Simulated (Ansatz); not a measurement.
Program: Ansatz. Geometries: PBE0-D4/def2-TZVP. ΔE: electronic, gas phase. CCSD(T)/CBS is the MP2 limit (def2-TZVPP, def2-QZVPP) plus CCSD(T) − MP2 in def2-TZVPP, frozen cores. DFT in def2-TZVPP. For Br, Ge outer-core shells are correlated without core-valence functions, which leaves a few kJ/mol of doubt a bond. Scalar relativity is left out up to krypton. Each species was taken in one conformer, which may not be the lowest.

Consider the ligand exchange at a Ge–C bond: `[GeH3]/[CH]=C\Br` + `CBS` → `CB[S][GeH3]` + `C=CBr`.

Is it downhill or uphill in electronic energy at CCSD(T)/CBS, and by how much? (Best estimate.)

Computed: Downhill: ΔE = -48.7 kJ/mol.

What do these levels give: PBE-D4, r2SCAN-D4, ωB97M-V, PBE, PBE0, SCS-MP2/def2-QZVPP? (An estimate is asked.)

The calculation gave: PBE-D4 -51.9, r2SCAN-D4 -52.9, ωB97M-V -50.9, PBE -52.7, PBE0 -54.3, SCS-MP2/def2-QZVPP -50.0 kJ/mol.

Largest T1 diagnostic among the species: 0.013.

In def2-TZVPP, CCSD(T) changes the Hartree–Fock value by +12.7 kJ/mol (the triples alone add +0.9 kJ/mol) and MP2 by +12.2 kJ/mol.
